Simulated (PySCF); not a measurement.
# Shieldings and the share of exact exchange

Molecule: SMILES [SiH3][SiH]([SiH3])CCl, CH₉ClSi₃.

Geometry (Å), atoms numbered from 1 in this order:
```xyz
14

Si   -1.875    0.961    0.175
Si    0.083   -0.048   -0.634
Si    1.970    0.953    0.341
C     0.022   -1.891   -0.158
Cl   -1.532   -2.604   -0.700
H    -3.070    0.585   -0.635
H    -1.724    2.449    0.156
H    -2.075    0.525    1.593
H     0.160    0.061   -2.124
H     1.844    0.906    1.831
H     2.066    2.383   -0.087
H     3.228    0.244   -0.051
H     0.836   -2.464   -0.624
H     0.087   -2.024    0.931
```

GIAO shieldings (ppm, equivalent atoms averaged) in PySCF on the PBE0-D3(BJ)/def2-SVP geometry, basis pcSseg-1, gas phase, non-relativistic:

| functional | exact exchange (%) | σ(Si1/Si3) | σ(C4) | σ(Cl5) |
| --- | --- | --- | --- | --- |
| BLYP | 0 | 432.7 | 139.9 | 824.9 |
| BP86 | 0 | 443.4 | 145.5 | 836.4 |
| PBE | 0 | 445.9 | 146.0 | 835.0 |
| B3LYP | 20 | 443.5 | 146.0 | 857.2 |
| PBE0 | 25 | 458.3 | 153.0 | 873.5 |
| BHandHLYP | 50 | 459.1 | 153.5 | 898.4 |
| HF | 100 | 486.4 | 164.6 | 956.9 |

Task: Fit each shielding as a line in the percentage of exact exchange.

Result: σ(Si1/Si3) = 440.2 + 0.45 x (rms 5.2 ppm); σ(C4) = 144.0 + 0.21 x (rms 2.5 ppm); σ(Cl5) = 833.9 + 1.25 x (rms 4.9 ppm). The functionals also differ in their semilocal parts, which the line can't hold; Hartree–Fock has no correlation at all.

Task: What does the line predict for mPW1PW91 (25 %), and what does the run give?

Result: σ(Si1/Si3): 451.4 predicted, 454.9 computed; σ(C4): 149.2 predicted, 152.0 computed; σ(Cl5): 865.1 predicted, 872.5 computed ppm.
